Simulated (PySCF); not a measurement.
A PySCF script (with the pyscf-properties extension) for the NMR shieldings of SMILES C=COC(=O)C=C, C5H6O2, on a PBE0-D3(BJ)/def2-SVP geometry:

```python
import basis_set_exchange as bse
import numpy as np
from pyscf import gto, dft
from pyscf.prop import nmr

atoms = """
C    -3.014419   -0.316833    0.336834
C    -1.840243    0.297013    0.227643
O    -0.676508   -0.419145    0.275788
C     0.496902    0.247633    0.141588
O     0.575153    1.437549   -0.007643
C     1.630580   -0.698694    0.205030
C     2.885249   -0.255280    0.103419
H    -3.080169   -1.399119    0.466753
H    -3.933527    0.268065    0.295509
H    -1.703146    1.372820    0.094764
H     1.386563   -1.755540    0.336361
H     3.076099    0.813966   -0.027206
H     3.738655   -0.935550    0.146704
"""
names = dict.fromkeys(["C", "O", "H"], "pcSseg-1")
basis = {el: gto.basis.parse(bse.get_basis(n, elements=[el], fmt="nwchem")) for el, n in names.items()}
mol = gto.M(atom=atoms, basis=basis, charge=0, verbose=0)
mf = dft.RKS(mol, xc="PBE0")
mf.grids.level = 2
mf.grids.alignment = dft.numint.BLKSIZE   # the property module wants whole blocks of grid points
mf.conv_tol = 1e-9
mf.kernel()

calc = nmr.RKS(mf)   # GIAO
C = mf.mo_coeff
Co = C[:, mf.mo_occ > 0]
resp = mf.gen_response(singlet=True, hermi=2)
def vind(x):   # induced exchange potential for any number of trial vectors
    d = np.einsum("pi,xij,qj->xpq", C, 2 * x.reshape(-1, C.shape[1], Co.shape[1]), Co, optimize=True)
    return np.einsum("xpq,pi,qj->xij", resp(d - d.transpose(0, 2, 1)), C, Co, optimize=True).ravel()
mo1, _ = nmr.rhf.solve_mo1(calc, with_cphf=vind)
sigma = calc.kernel(mo1)
for i, s in enumerate(sigma):   # ppm
    print("%2d %-2s %9.2f" % (i, mol.atom_pure_symbol(i), np.trace(s) / 3))
```

Question: Give the expected output.

Answer: 
```
 0 C      82.26
 1 C      36.33
 2 O      70.31
 3 C      19.32
 4 O     -61.53
 5 C      49.22
 6 C      40.23
 7 H      26.11
 8 H      26.48
 9 H      23.46
10 H      25.05
11 H      24.20
12 H      25.02
```

These numbers come from an equivalent density-fitted implementation of the same equations, which agrees with the script to about 0.01 ppm for H and up to a few tenths of a ppm for heavy atoms, so last digits may differ.

Question: Turn these shieldings into chemical shifts. Chemical shifts δ = σref − σ; $^{13}$C (σ = 184.41 ppm) and $^{1}$H (σ = 31.27 ppm) vs TMS; H2O for $^{17}$O (σ = 334.56 ppm), all at this level.

Answer: Averaging equivalent atoms: C 3: 165.1; C 1: 148.1; C 6: 144.2; C 5: 135.2; C 0: 102.2; O 4: 396.1; O 2: 264.2; H 9: 7.81; H 11: 7.07; H 12: 6.25; H 10: 6.22; H 7: 5.16; H 8: 4.78 ppm. Unscaled 17O shifts of doubly bonded oxygen tend to come out too high, by tens of ppm or more. Experimental scales use liquid or dissolved standards, which lie at an offset from isolated H2O (liquid H2O: subtract about 36 ppm).

Size and cost of the density-fitted run: 149 basis functions, 9.8 s wall time on 1 thread of an Arm Neoverse V2, shared host.
